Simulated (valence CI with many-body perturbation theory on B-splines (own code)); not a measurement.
The numbers below are computed, except where a source is named.
# Ba16+: magnetic and hyperfine properties of the levels

Level of theory: relativistic CI+MBPT: four valence electrons over a frozen Dirac-Fock core [Kr], radial functions for each j: 9 s, 9 p, 10 d, 8 f, 5 g, 3 h, 1 i, with the one-electron correlation potential Σ1, the two-electron term Σ2, the three-electron term Σ3, Breit, model QED; selected CI, second order for the rest (own B-spline code, finite nucleus).

No measured spectrum was set against this ion. As an estimate, terms of the open shell hold to 2 to 4 % of their energy, and close levels can change places. Core correlation moves these levels by up to 7300 cm⁻¹, and in measured spectra 5 to 20 % of such shifts remained as error; rates that hang on mixing are uncertain with them. Only levels of the ground parity were solved; by the run's estimate the other parity begins above the list, which can be wrong where configurations are misplaced.

A/g_I is the dipole constant over the nuclear g factor μ/I (μ in nuclear magnetons, uniformly magnetised nucleus), B/Q the quadrupole constant per barn. Both hold the static response of the core; the bare values leave it out. Large factors of s and p1/2 electrons are usually good to 5 to 10 %; those of open d and f shells near neutrality can be off by tens of per cent, and small factors of p3/2, d and f electrons come from cancelling terms and can be off by a factor of two or in sign, in half-filled shells by more. B is blank for J = 1/2, where it vanishes, and for nearly pure S terms. Energies count from the lowest level. Levels with J = 0 are left out.

Names give the largest LS component (configuration and term), which can be under half, so a name can repeat, a term be missing and a line seem to break the LS rules; names also repeat where a configuration has a term twice. Letters in brackets count levels of one name in rising energy.

| Level | E (cm⁻¹) | g | A/g_I (MHz) | A/g_I bare | B/Q (MHz/b) | B/Q bare |
| --- | --- | --- | --- | --- | --- | --- |
| 4d⁴ ⁵D_1 | 11761 | 1.498 | -447 | 63.5 | 1660 | 1560 |
| 4d⁴ ⁵D_2 | 21287 | 1.466 | 763 | 1230 | 1400 | 1320 |
| 4d⁴ ⁵D_3 | 28286 | 1.437 | 1650 | 2090 | -698 | -673 |
| 4d⁴ ⁵D_4 | 32104 | 1.344 | 2620 | 2940 | -3380 | -3220 |
| 4d⁴ ³H_4 | 48468 | 1.010 | 3560 | 3490 | 863 | 803 |
| 4d⁴ ³G_3 | 57007 | 0.903 | 3990 | 3790 | 847 | 800 |
| 4d⁴ ³F_2 [a] | 59619 | 0.851 | 3660 | 3400 | 2120 | 2010 |
| 4d⁴ ³H_5 | 60258 | 1.074 | 3460 | 3460 | 3440 | 3250 |
| 4d⁴ ³P_1 [a] | 62682 | 1.341 | 2570 | 2890 | -222 | -222 |
| 4d⁴ ³H_6 | 65356 | 1.115 | 3510 | 3560 | 3550 | 3350 |
| 4d⁴ ³G_4 | 71441 | 1.028 | 3890 | 3830 | -2020 | -1900 |
| 4d⁴ ³D_2 | 74039 | 1.215 | 2730 | 2900 | 613 | 571 |
| 4d⁴ ³D_3 | 76658 | 1.181 | 3360 | 3490 | 1330 | 1260 |
| 4d⁴ ³F_4 [a] | 77257 | 1.155 | 2700 | 2800 | 594 | 562 |
| 4d⁴ ³F_3 [a] | 84500 | 1.090 | 2570 | 2590 | 317 | 308 |
| 4d⁴ ³G_5 | 89595 | 1.157 | 2890 | 2990 | -2250 | -2140 |
| 4d⁴ ³P_2 [a] | 90401 | 1.146 | 4060 | 4150 | 912 | 854 |
| 4d⁴ ³D_1 | 93331 | 0.677 | 4980 | 4520 | 1270 | 1200 |
| 4d⁴ ¹I_6 | 93672 | 1.049 | 3520 | 3490 | 4930 | 4670 |
| 4d⁴ ³F_4 [b] | 104130 | 1.096 | 2910 | 2940 | 2680 | 2540 |
| 4d⁴ ³P_2 [b] | 106780 | 1.212 | 2820 | 2990 | 47.7 | 41.0 |
| 4d⁴ ¹F_3 | 111830 | 1.064 | 3330 | 3330 | 3590 | 3400 |
| 4d⁴ ³P_2 [c] | 118750 | 1.163 | 3090 | 3200 | 2030 | 1930 |
| 4d⁴ ³F_4 [c] | 128580 | 1.153 | 2520 | 2610 | -352 | -328 |
| 4d⁴ ³F_3 [b] | 132760 | 1.068 | 3650 | 3650 | 4850 | 4570 |
| 4d⁴ ³F_2 [b] | 132780 | 0.939 | 4140 | 3990 | 2620 | 2480 |
| 4d⁴ ³P_1 [b] | 134270 | 1.480 | 190 | 679 | -1740 | -1640 |
| 4d⁴ ¹G_4 | 141270 | 1.056 | 3700 | 3680 | 2750 | 2610 |
| 4d⁴ ¹D_2 | 170170 | 0.999 | 3460 | 3370 | -5110 | -4830 |

Take the isotope of mass number 137, with I = 3/2, μ = 0.9375 μN and Q = 0.236 b. What is the hyperfine structure of 4d⁴ ³G_3?

From the table A = 2490 MHz, B = 200 MHz. Shifts from the centre of gravity in MHz: F = 3/2: -14800, F = 5/2: -8740, F = 7/2: -100, F = 9/2: 11300.
